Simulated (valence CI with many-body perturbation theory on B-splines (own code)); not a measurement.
**Ladder of approximations for Ru XXI**

Calculated by valence CI with perturbative core correlation (CI+MBPT): six valence electrons over a frozen Dirac-Fock core [Ar], radial functions for each j: 7 s, 7 p, 8 d, 6 f, 4 g, 1 h, with the one-electron correlation potential Σ1 (screened to all orders), the two-electron term Σ2, the three-electron term Σ3, Breit, model QED; selected single and double excitations, second order for the rest, scaled by the run's own slope (own B-spline code, finite nucleus).

No measured spectrum was set against this ion. As an estimate, terms of the open shell hold to 2 to 4 % of their energy, and close levels can change places. Core correlation moves these levels by up to 10000 cm⁻¹, and in measured spectra 5 to 20 % of such shifts remained as error; rates that hang on mixing are uncertain with them. Among the levels kept, up to 880 cm⁻¹ of a level comes from second order outside the variational space, and about a tenth of that is noise between levels of different J, which matters for small intervals. Only levels of the ground parity were solved; by the run's estimate the other parity begins above the list, which can be wrong where configurations are misplaced.

Each rung adds one term. CI alone is the Dirac-Coulomb CI over the frozen core; QED comes last and gives the full result, which names the levels. Energies are above 3d⁶ ⁵D_4 on the same rung, in eV.

Names give the largest LS component (configuration and term), which can be under half, so a name can repeat, a term be missing and a line seem to break the LS rules; names also repeat where a configuration has a term twice. Letters in brackets count levels of one name in rising energy.

```tsv
Level	CI alone
3d⁶ ⁵D_3	2.568
3d⁶ ⁵D_2	2.911
3d⁶ ⁵D_1	4.078
3d⁶ ⁵D_0	4.316
3d⁶ ³H_4 [a]	8.725
3d⁶ ³P_2 [a]	10.424
3d⁶ ³H_6	10.429
3d⁶ ³H_5	10.490
3d⁶ ³F_3 [a]	12.208
3d⁶ ³F_2 [a]	12.768
3d⁶ ³H_4 [b]	13.588
3d⁶ ¹S_0 [a]	14.555
3d⁶ ³G_5	15.239
3d⁶ ³D_1	15.720
3d⁶ ³G_4	15.672
3d⁶ ³D_2	16.499
```

(1) What do these energies become with core correlation, Breit and QED?

(2) How does the ionisation energy move along the ladder, and which term matters most?

Answers

(1) 3d⁶ ⁵D_3 2.686 (+0.1185); 3d⁶ ⁵D_2 2.822 (-0.0883); 3d⁶ ⁵D_1 4.125 (+0.0472); 3d⁶ ⁵D_0 4.364 (+0.0475); 3d⁶ ³H_4 [a] 8.525 (-0.2000); 3d⁶ ³P_2 [a] 9.932 (-0.4918); 3d⁶ ³H_6 9.966 (-0.4632); 3d⁶ ³H_5 10.107 (-0.3830); 3d⁶ ³F_3 [a] 11.891 (-0.3168); 3d⁶ ³F_2 [a] 12.190 (-0.5786); 3d⁶ ³H_4 [b] 13.381 (-0.2075); 3d⁶ ¹S_0 [a] 14.219 (-0.3353); 3d⁶ ³G_5 14.834 (-0.4053); 3d⁶ ³D_1 15.242 (-0.4781); 3d⁶ ³G_4 15.354 (-0.3181); 3d⁶ ³D_2 15.965 (-0.5341).

(2) CI alone 892.40, + Σ1 894.60, + Σ2 905.19, + Σ3 905.41, + Breit 905.16, + QED 905.20 eV. The largest step is Σ2, 10.58 eV. NIST lists 905 ± 4 eV (theoretical).
